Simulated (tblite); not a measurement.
Species: C7H11O (doublet state).
SMILES with atom numbers: `[H]/[C:1]=[C:2]1/[CH2:3][CH2:4][C@@:5]([CH3:6])([OH:7])[CH2:8]1` (hydrogens: H9 on C1; H10, H11 on C3; H12, H13 on C4; H14, H15, H16 on C6; H17 on O7; H18, H19 on C8)

Geometry (GFN2-xTB, Å), atoms numbered from 1 in this order:
```
atom  x, y, z in Å
C1    -2.7236    0.7005    0.4583
C2    -1.5654    0.2620    0.0991
C3    -1.1201   -1.1883    0.1299
C4     0.2324   -1.2112   -0.5755
C5     0.8272    0.1907   -0.3405
C6     1.5007    0.2887    1.0294
O7     1.7261    0.5706   -1.3667
C8    -0.4006    1.1045   -0.4224
H9    -3.2659    1.6108    0.5400
H10   -1.0254   -1.5137    1.1684
H11   -1.8526   -1.8339   -0.3535
H12    0.8823   -2.0052   -0.2066
H13    0.0978   -1.3443   -1.6506
H14    2.3066   -0.4398    1.1135
H15    0.7788    0.1044    1.8196
H16    1.9180    1.2847    1.1626
H17    2.5276    0.0421   -1.2861
H18   -0.2780    2.0263    0.1425
H19   -0.5757    1.3604   -1.4689
```

All values are computed: GFN2-xTB (tblite) harmonic vibrations without scaling, gas phase. This tight-binding method is rough: wavenumbers can miss measured ones by several per cent, in bad cases by 10 to 20. One conformer, not necessarily the lowest. Open shells enter through the occupations alone, without spin polarisation, and single modes of such species can be off by tens of per cent.

Harmonic wavenumbers (cm⁻¹): 50.7, 153.7, 217.3, 266.3, 290.6, 324.6, 341.3, 402.6, 435.1, 444.3, 538.8, 578.4, 664.1, 679.6, 787.7, 819.2, 868.7, 914.0, 954.7, 974.6, 995.5, 1031.9, 1043.8, 1098.3, 1109.2, 1126.2, 1167.9, 1185.7, 1230.7, 1248.6, 1285.7, 1301.7, 1324.5, 1402.7, 1450.2, 1466.8, 1483.3, 1493.0, 1499.4, 1741.3, 2959.1, 2979.2, 2987.3, 2994.0, 3001.7, 3009.6, 3014.1, 3035.1, 3053.7, 3214.8, 3547.2.

A = 3612, B = 1601, C = 1473 MHz; mass 111.081 u (most abundant isotopes); point group C1, symmetry number 1; spin multiplicity 2.

What is the zero-point energy?

½Σν̃ = 35094 cm⁻¹ = 419.82 kJ/mol.

Give the ideal-gas entropy at 273.15 K and 1 bar in the rigid-rotor, harmonic-oscillator model (classical rotation).

Translation 165.78, rotation 116.16, vibration 78.36, spin (R ln 2) 5.76: S = 366.1 J/(mol K).

And Cp and H(273.15 K) − H(0)?

Cp = 136.62 J/(mol K), of which vibrations give 103.36 (their classical limit is 51 R = 424.0); H(273.15 K) − H(0) = 21.57 kJ/mol without the zero-point energy, 12.48 from vibrations.

Which modes carry the vibrational entropy at 273.15 K?

50.7 cm⁻¹: 19.32; 153.7 cm⁻¹: 10.29; 217.3 cm⁻¹: 7.63; 266.3 cm⁻¹: 6.15; 290.6 cm⁻¹: 5.54; 324.6 cm⁻¹: 4.80 J/(mol K); the other 45 give 24.63 together.

How do the functions run with temperature in this model?

| T (K) | S (J/(mol K)) | Cp (J/(mol K)) | H − H(0) (kJ/mol) | G − H(0) (kJ/mol) | ln q(vib) |
| --- | --- | --- | --- | --- | --- |
| 100 | 273.0 | 61.6 | 4.47 | -22.84 | 0.88 |
| 200 | 328.8 | 104.3 | 12.76 | -53.00 | 2.52 |
| 300 | 379.4 | 148.7 | 25.39 | -88.43 | 4.48 |
| 500 | 475.0 | 228.4 | 63.50 | -174.01 | 8.83 |
| 800 | 600.5 | 304.7 | 144.52 | -335.91 | 15.60 |
| 1000 | 672.3 | 337.8 | 208.94 | -463.34 | 19.93 |

q(vib) and H(0) count from the zero-point level.

Blend soft modes into free rotors: weight 1/[1 + (100 cm⁻¹/ν̃)⁴] for the oscillator and the rest for a rotor with moment μB/(μ + B), μ = h/(8π²ν), B = 10⁻⁴⁴ kg m². What vibrational entropy results?

73.82 J/(mol K) in place of 78.36, which changes −T·S at 273.15 K by +1.24 kJ/mol.

Hindered rotation and anharmonicity are outside this model. Other conformers, if any are populated, would add a mixing term that is left out. The structure is chiral; the term R ln 2 for an equal mix with its mirror image is left out.

The run took 0.55 s wall on one thread, Arm Neoverse V2 (aarch64), no GPU, shared host with 96 logical CPUs at a one-minute load of 86. This covers the Hessian and the dipole derivatives.
